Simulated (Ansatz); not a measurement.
Reaction (ligand exchange at the Si–C bond): `C=[CH][AlH][CH2][SiH3]` + `S[SiH]1CO1` → `[SiH3]S[SiH]1CO1` + `C=[CH][AlH][CH3]`

Calculated with Ansatz (gas phase, PBE0-D4/def2-TZVP geometries, no zero-point term in ΔE). CCSD(T)/CBS is the MP2 limit (def2-TZVPP, def2-QZVPP) plus CCSD(T) − MP2 in def2-TZVPP, frozen cores. Functionals use def2-TZVPP. One conformer a species, not always the lowest.

`C=[CH][AlH][CH2][SiH3]`:

```xyz
14

C    -2.223    0.741   -0.243
C    -1.683    0.183   -1.331
Al   -0.014   -0.804   -1.224
C     0.832   -1.036    0.520
Si    1.782    0.460    1.100
H    -3.150    1.312   -0.268
H    -1.759    0.659    0.737
H    -2.222    0.327   -2.268
H     0.677   -1.397   -2.526
H     1.526   -1.882    0.462
H     0.080   -1.273    1.282
H     2.704    0.942    0.031
H     2.605    0.193    2.313
H     0.846    1.574    1.416
```

`S[SiH]1CO1`:

```xyz
8

S     1.998   -0.870   -0.363
Si    0.003   -0.181   -0.437
C    -0.683    0.834    0.879
O    -1.057   -0.600    0.759
H     1.900   -1.519   -1.535
H    -0.515   -0.212   -1.819
H    -0.121    1.044    1.787
H    -1.527    1.504    0.729
```

`[SiH3]S[SiH]1CO1`:

Cartesian coordinates in Å:
```
Si 2.180 -0.711 0.781
S 0.308 -1.483 0.068
Si -0.675 0.361 -0.210
C -2.394 0.455 -0.732
O -1.295 0.724 -1.697
H 3.046 -1.899 0.964
H 2.779 0.218 -0.209
H 2.002 -0.004 2.072
H 0.026 1.454 0.498
H -2.959 -0.441 -0.983
H -3.019 1.326 -0.552
```

`C=[CH][AlH][CH3]`:

Z-matrix (Å, degrees):
```
C
Al 1 1.954
H 1 1.092 2 112.4
H 1 1.095 2 111.3 3 -120.9
H 1 1.095 2 111.2 3 120.7
C 2 1.945 1 118.6 3 179.2
H 2 1.592 1 121.6 3 -0.8
C 6 1.336 2 120.8 1 -0.1
H 6 1.091 2 122.8 1 179.9
H 8 1.089 6 121.8 2 -0.0
H 8 1.089 6 123.1 2 180.0
```

```
                 species  ωB97M-V energy (Eh)
`C=[CH][AlH][CH2][SiH3]`           -651.57713
            `S[SiH]1CO1`           -803.41958
      `[SiH3]S[SiH]1CO1`          -1094.11928
      `C=[CH][AlH][CH3]`           -360.89583
```

Q: Work out ΔE.

A: ΔE = (-1094.11928) + (-360.89583) − (-651.57713) − (-803.41958) = -0.01840 Eh = -48.3 kJ/mol. CCSD(T)/CBS gives -49.4 kJ/mol.

Largest T1 diagnostic among the species: 0.013.
